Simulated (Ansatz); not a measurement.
BeF2⁺, relaxed as a quartet with UKS r2SCAN-D4/def2-TZVP in Ansatz, starting from the r2SCAN-D4/def2-TZVP geometry of the charge +1 doublet. Force threshold 0.02 eV/Å.

In the quartet geometry the species has come apart into loosely held pieces. In the quartet, F2 and F3 lie 1.88 Å apart (atoms count from 1), so these atoms are partly bonded to each other. At r2SCAN-D4/def2-TZVP a doublet of charge 1 lies 6.19 eV below the quartet, each at its own geometry. The structure comes from a short search, and lower isomers may exist.

Start:

Cartesian coordinates in Å:
```
Be -0.0021 0.0015 -0.0012
F 0.9726 0.9777 -0.4297
F -0.9705 -0.9792 0.4309
```

```
step  energy (eV)  largest force component (eV/Å)  SCF passes
   1   -5815.2974                           5.142         177
   2   -5816.2682                           3.255          63
   3   -5817.2499                           1.500         308
   4   -5817.4737                           1.088         223
   5   -5817.7336                           0.531         169
   6   -5817.8626                           0.079         222
   7   -5817.8721                           0.063         169
   8   -5817.8886                           0.078         173
   9   -5817.9059                           0.137         231
  10   -5817.9455                           0.150         233
  11   -5817.9826                           0.183         325
  12   -5818.0440                           0.171         221
  13   -5818.1079                           0.287          72
  14   -5818.1915                           0.420          62
  15   -5818.4286                           0.546          58
  16   -5818.6551                           0.418          56
  17   -5818.7623                           0.309          58
  18   -5818.7692                           0.193          49
  19   -5818.7741                           0.037          54
  20   -5818.7743                           0.005          53
```

Force components are those of the run's own axes.

End:

```xyz
3

Be   -1.328    0.324   -0.378
F     1.506    0.237    0.077
F    -0.178   -0.562    0.301
```

Bonds lost: Be1–F2 (atoms count from 1). The end holds 2 separate pieces.

No frequencies were taken in this run, so the end may be a saddle point.

Run time 2.4 min (4 threads of Arm Neoverse N1 on a shared host).
